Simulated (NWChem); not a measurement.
System: As, quartet

Here is an NWChem input.

```
start job
memory heap 200 mb stack 900 mb global 1100 mb
geometry units angstroms noautoz
  As     0.000000     0.000000     0.000000
end
basis spherical
  * library def2-qzvp
end
dft
  odft
  mult 4
  xc b3lyp
  iterations 150
  mulliken
end
task dft gradient
```

Parts of the log:

```
             Northwest Computational Chemistry Package (NWChem) 7.3.0
             --------------------------------------------------------

                             Geometry "geometry" -> ""
                             -------------------------

 Output coordinates in angstroms (scale by  1.889725989 to convert to a.u.)

  No.       Tag          Charge          X              Y              Z
 ---- ---------------- ---------- -------------- -------------- --------------
    1 As                  33.0000     0.00000000     0.00000000     0.00000000

 Effective nuclear repulsion energy (a.u.)       0.0000000000

                                 NWChem DFT Module
                                 -----------------

 Summary of "ao basis" -> "ao basis" (spherical)
 ------------------------------------------------------------------------------
       Tag                 Description            Shells   Functions and Types
 ---------------- ------------------------------  ------  ---------------------
 As                        def2-qzvp                25       75   11s7p4d2f1g

            General Information
            -------------------
          SCF calculation type: DFT
          Wavefunction type:  spin polarized.
          No. of atoms     :     1
          No. of electrons :    33
           Alpha electrons :    18
            Beta electrons :    15
          Charge           :     0
          Spin multiplicity:     4
          Use of symmetry is: off; symmetry adaption is: off
          Maximum number of iterations: 150
          AO basis - number of functions:    75
                     number of shells:    25
          Convergence on energy requested:  1.00D-06
          Convergence on density requested:  1.00D-05
          Convergence on gradient requested:  5.00D-04

              XC Information
              --------------
                         B3LYP Method XC Potential
                     Hartree-Fock (Exact) Exchange  0.200
                        Slater Exchange Functional  0.800 local
                    Becke 1988 Exchange Functional  0.720 non-local
              Lee-Yang-Parr Correlation Functional  0.810
                  VWN I RPA Correlation Functional  0.190 local

             Grid Information
             ----------------
          Grid used for XC integration:  medium
          Radial quadrature: Mura-Knowles
          Angular quadrature: Lebedev.
          Tag              B.-S. Rad. Rad. Pts. Rad. Cut. Ang. Pts.
          ---              ---------- --------- --------- ---------
          As                  1.15      112           6.0       590
          Grid pruning is: on
          Number of quadrature shells:   112
          Spatial weights used:  Erf1

      Superposition of Atomic Density Guess
      -------------------------------------

 Sum of atomic energies:       -2234.18239685

      Non-variational initial energy
      ------------------------------

 Total energy =   -2233.915682
 1-e energy   =   -3114.430672
 2-e energy   =     880.514990
 HOMO         =      -0.161223
 LUMO         =      -0.161223

     ---------------------------------------------
      Total Density - Mulliken Population Analysis
     ---------------------------------------------

    Atom       Charge   Shell Charges
 -----------   ------   -------------------------------------------------------
    1 As  33    33.00   1.87 -0.03  0.15  0.87  0.98  0.24  1.11  0.76  0.47  1.12  0.46  6.00  3.20  2.26  0.57  0.74  1.30  0.94  8.36  1.45  0.19  0.00  0.00  0.00  0.00

     --------------------------------------------
      Spin Density - Mulliken Population Analysis
     --------------------------------------------

    Atom       Charge   Shell Charges
 -----------   ------   -------------------------------------------------------
    1 As  33     3.00   0.00  0.00  0.00  0.00  0.00  0.00  0.00  0.00 -0.00  0.00 -0.00  0.00  0.05 -0.02  0.00  0.72  1.30  0.94  0.00  0.00 -0.00  0.00  0.00  0.00  0.00

   convergence    iter        energy       DeltaE   RMS-Dens  Diis-err
 ---------------- ----- ----------------- --------- --------- ---------
 d= 0,ls=0.0,diis     1  -2235.8700840407 -2.24D+03  4.42D-03  9.66D-01
                                                     2.26D-03  9.35D-01
 d= 0,ls=0.0,diis     2  -2235.8968549508 -2.68D-02  1.15D-03  6.38D-03
                                                     1.21D-03  5.29D-03
 d= 0,ls=0.0,diis     3  -2235.8984008872 -1.55D-03  2.88D-04  9.88D-04
                                                     2.19D-04  7.71D-04
 d= 0,ls=0.0,diis     4  -2235.8986048502 -2.04D-04  2.25D-05  7.77D-06
                                                     1.37D-05  8.86D-06
 d= 0,ls=0.0,diis     5  -2235.8986059959 -1.15D-06  4.43D-06  1.27D-06
                                                     8.43D-06  8.30D-07
 d= 0,ls=0.0,diis     6  -2235.8986061641 -1.68D-07  2.40D-07  1.59D-10
                                                     7.38D-07  1.17D-09

         Total DFT energy =    -2235.898606164094
      One electron energy =    -3113.980558426189
           Coulomb energy =      961.150519559659
    Exchange-Corr. energy =      -83.068567297564
 Nuclear repulsion energy =        0.000000000000

 Numeric. integr. density =       33.000000047093

                    DFT Final Alpha Molecular Orbital Analysis
                    ------------------------------------------

[...]

                         DFT ENERGY GRADIENTS

    atom               coordinates                        gradient
                 x          y          z           x          y          z
   1 As      0.000000   0.000000   0.000000   -0.000000  -0.000000   0.000000
```

Level: B3LYP/def2-QZVP, spin-unrestricted. No stability test was run on the SCF state. B3LYP is NWChem's, with the RPA form of VWN correlation.
